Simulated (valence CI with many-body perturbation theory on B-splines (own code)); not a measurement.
# Energy levels of Pm XXI

Level of theory: relativistic CI+MBPT: five valence electrons over a frozen Dirac-Fock core [Kr], radial functions for each j: 7 s, 7 p, 8 d, 6 f, 4 g, 1 h, with the one-electron correlation potential Σ1 (screened to all orders), the two-electron term Σ2, the three-electron term Σ3, Breit, model QED; selected single and double excitations, second order for the rest, scaled by the run's own slope (own B-spline code, finite nucleus).

No measured levels were compared; by estimate terms of the open shell hold to 2 to 4 % of their energy, and close levels can change places. Among the levels kept, up to 590 cm⁻¹ of a level comes from second order outside the variational space, and about a tenth of that is noise between levels of different J, which matters for small intervals. Only levels of the ground parity were solved; by the run's estimate the other parity begins above the list, which can be wrong where configurations are misplaced.

Levels 1 to 32 of 32, with energies above the lowest level, (4d3/2^4 4d5/2) J=5/2 [a]. "Leading %" is the weight of the configuration and term that name the level; weights of strongly mixed levels are sums over their largest components and can fall short, so below about 35 % the name and the second component can differ from the true leading terms, or belong to a minority configuration. In the jj column 3d3/2^4 stands for four electrons in 3d with j = 3/2. Lifetimes count E1, E2, E3, M1 and M2 decay at the calculated energies, and are blank where another channel may lead or the interval is too uncertain; long ones can be off by a factor of two.

```csv
No.,Configuration,Term,J,E (cm⁻¹),Leading %,Lifetime,Second component,Leading jj
1,4d⁵,⁶S,5/2,0.0,62,,25 % 4d⁵ ⁴P,4d3/2^4 4d5/2 (45 %)
2,4d⁵,²F,5/2,36496,25,1.04 ms,25 % 4d⁵ ⁴G,4d3/2^4 4d5/2 (48 %)
3,4d⁵,⁴G,7/2,57754,49,2.25 ms,19 % 4d⁵ ⁴D,4d3/2^3 4d5/2^2 (93 %)
4,4d⁵,⁴D,3/2,60165,45,490 μs,37 % 4d⁵ ⁴P,4d3/2^3 4d5/2^2 (92 %)
5,4d⁵,⁴G,11/2,62063,59,,28 % 4d⁵ ²H,4d3/2^3 4d5/2^2 (86 %)
6,4d⁵,⁴G,9/2,67107,64,51.3 ms,15 % 4d⁵ ⁴F,4d3/2^3 4d5/2^2 (73 %)
7,4d⁵,⁴D,5/2,67411,35,927 μs,33 % 4d⁵ ⁴G,4d3/2^3 4d5/2^2 (58 %)
8,4d⁵,⁴P,1/2,72846,57,11.9 ms,29 % 4d⁵ ⁴D,4d3/2^3 4d5/2^2 (67 %)
9,4d⁵,⁴D,7/2,83641,30,2.76 ms,21 % 4d⁵ ⁴F,4d3/2^3 4d5/2^2 (61 %)
10,4d⁵,²D,5/2,88561,37,397 μs,16 % 4d⁵ ⁴P,4d3/2^3 4d5/2^2 (47 %)
11,4d⁵,⁴D,7/2,96494,32,1.12 ms,26 % 4d⁵ ²F,4d3/2^2 4d5/2^3 (67 %)
12,4d⁵,²I,11/2,98485,62,1.15 ms,30 % 4d⁵ ⁴G,4d3/2^2 4d5/2^3 (89 %)
13,4d⁵,²D,3/2,101900,49,1.56 ms,27 % 4d⁵ ⁴D,4d3/2^3 4d5/2^2 (48 %)
14,4d⁵,⁴D,1/2,102990,69,668 μs,23 % 4d⁵ ⁴P,4d3/2^2 4d5/2^3 (89 %)
15,4d⁵,²G,9/2,104260,46,1.23 ms,31 % 4d⁵ ⁴G,4d3/2^2 4d5/2^3 (74 %)
16,4d⁵,⁴P,3/2,108630,48,253 μs,39 % 4d⁵ ⁴F,4d3/2^2 4d5/2^3 (86 %)
17,4d⁵,²I,13/2,109320,99,5.51 ms,,4d3/2^2 4d5/2^3 (99 %)
18,4d⁵,²F,5/2,113810,38,458 μs,18 % 4d⁵ ⁴F,4d3/2^2 4d5/2^3 (80 %)
19,4d⁵,²H,9/2,126250,51,344 μs,46 % 4d⁵ ⁴F,4d3/2^2 4d5/2^3 (98 %)
20,4d⁵,²G,7/2,129430,61,1.51 ms,31 % 4d⁵ ²F,4d3/2^2 4d5/2^3 (96 %)
21,4d⁵,⁴F,5/2,131190,48,341 μs,24 % 4d⁵ ²F,4d3/2^2 4d5/2^3 (81 %)
22,4d⁵,²D,3/2,138900,75,849 μs,18 % 4d⁵ ⁴F,4d3/2^2 4d5/2^3 (49 %)
23,4d⁵,²F,5/2,141590,34,170 μs,29 % 4d⁵ ⁴P,4d3/2 4d5/2^4 (68 %)
24,4d⁵,²F,7/2,144240,56,474 μs,31 % 4d⁵ ²G,4d3/2^2 4d5/2^3 (72 %)
25,4d⁵,²S,1/2,145870,64,355 μs,19 % 4d⁵ ⁴P,4d3/2^2 4d5/2^3 (48 %)
26,4d⁵,⁴F,7/2,156590,40,242 μs,29 % 4d⁵ ²F,4d3/2 4d5/2^4 (90 %)
27,4d⁵,²G,9/2,156590,53,687 μs,26 % 4d⁵ ²H,4d3/2^2 4d5/2^3 (60 %)
28,4d⁵,²H,11/2,162310,65,243 μs,24 % 4d⁵ ²I,4d3/2 4d5/2^4 (95 %)
29,4d⁵,²D,3/2,168730,65,173 μs,17 % 4d⁵ ⁴D,4d3/2 4d5/2^4 (71 %)
30,4d⁵,²D,5/2,179170,66,208 μs,24 % 4d⁵ ²F,4d3/2 4d5/2^4 (79 %)
31,4d⁵,²G,9/2,183670,87,372 μs,5 % 4d⁵ ²H,4d3/2 4d5/2^4 (56 %)
32,4d⁵,²D,5/2,188730,53,267 μs,28 % 4d⁵ ²F,4d3/2^2 4d5/2^3 (47 %)
```

The ionisation energy to 4d⁴ ³P0 of the next ion comes out as 609.65 eV (NIST: 609 ± 4 eV (theoretical)). All 32 levels together are meant to be complete up to 191400 cm⁻¹.
